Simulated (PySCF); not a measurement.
# C₆ coefficients of unlike pairs at BLYP

Calculated with PySCF 2.14 from the dipole response of each species, C₆(A,B) = (3/π) ∫ α_A(iu) α_B(iu) du, in atomic units, from isotropic polarisabilities. For ions this is the dispersion term alone; charge-induced terms of lower order in 1/R come first.

```
species           configuration                                                                         basis     relativity  α (bohr³)  C₆ (like pair)
   Sn²⁺      [Kr] 4d10 5s2 (1S)  x2c-TZVPPall with one added diffuse shell each of s, p, d, f type (9s7p5d3f)  spin-free X2C      14.39           79.99
    Sn⁺  [Kr] 4d10 5s2 5p1 (2P)  x2c-TZVPPall with one added diffuse shell each of s, p, d, f type (9s7p5d3f)  spin-free X2C      27.07           208.3
    C³⁺           [He] 2s1 (2S)                                                  aug-cc-pCVQZ-DK (9s8p6d4f2g)  spin-free X2C      3.031           2.360
```

Q: Estimate C₆ for C³⁺ with Sn⁺.

A: The integral gives 22.08. The combination rule 2 C_A C_B / (C_A α_B/α_A + C_B α_A/α_B) gives 22.14 and the geometric mean 22.17.

No spin-orbit coupling is included.

The other pairs:

```
     pair     C₆
Sn⁺, Sn²⁺  127.7
C³⁺, Sn²⁺  13.36
```
